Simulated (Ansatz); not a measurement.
Input for Ansatz (a program for electronic structure): U-PBE/def2-TZVPP on HIrO (SMILES [OH][Ir]), 2S+1 = 5, a spin state set in the input, which need not be the lowest. Elements past Kr take the def2 small-core potentials; no spin–orbit coupling.

Ansatz 0.2 input:
```yaml
crystal:
  periodic: [false, false, false]
  atoms:
    - {symbol: Ir, position_ang: [-1.00538219, -0.77212043, -0.88281593]}
    - {symbol: O, position_ang: [0.38072504, -0.03975700, 0.26465246]}
    - {symbol: H, position_ang: [0.59138843, 0.85924904, 0.54794385]}
basis:
  gaussian:
    orbitals: def2-TZVPP
hamiltonian:
  xc: {name: PBE}
magnetization: {spin_polarized: true, initial_magnetization: 4}
```

Predict the final total energy.

-180.0617 hartree.

How many basis functions does it have, and what does it roughly cost on one machine?

101 functions; very roughly 12 core-seconds.
